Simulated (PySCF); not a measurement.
GeH₆O₂Si, SMILES [OH][GeH2][O][SiH3]. Atoms are numbered in the order given.

```xyz
10

O      1.8387     0.2623     0.5143
Ge     0.5862    -0.7795    -0.1824
O     -0.8435     0.2113    -0.5276
Si    -1.7246     1.3156     0.3458
H      2.1660     0.9273    -0.1011
H      1.0046    -1.3625    -1.5388
H      0.2700    -1.7946     0.9191
H     -3.0753     1.4285    -0.2754
H     -1.0688     2.6589     0.3271
H     -1.8717     0.8776     1.7695
```

Geometry optimised at PBE0-D3(BJ)/def2-SVP. This is a generated structure with no PubChem entry under its InChIKey; it may be hypothetical. Other conformers were not sampled.

Computed with PySCF with HF/pcSseg-1.

GIAO shieldings, no solvent; atoms listed in one row are averaged. δ = σ(ref) − σ: ¹⁷O against H2O (σ = 333.0 ppm); ⁷³Ge against GeH4 (σ = 1776.1 ppm); ²⁹Si against TMS (σ = 393.8 ppm); ¹H against TMS (σ = 31.99 ppm), references at their B3LYP-D3(BJ)/def2-TZVP geometries, non-relativistic.

Computed chemical shifts:
| nucleus | atoms | count | δ (ppm) |
|---|---|---|---|
| ¹⁷O | O1 | 1 | 18.2 |
| ¹⁷O | O3 | 1 | 5.5 |
| ⁷³Ge | Ge2 | 1 | 245.6 |
| ²⁹Si | Si4 | 1 | -41.5 |
| ¹H | H6 | 1 | 5.16 |
| ¹H | H7 | 1 | 5.01 |
| ¹H | H8, H9, H10 | 3 | 4.78 |
| ¹H | H5 | 1 | 1.65 |
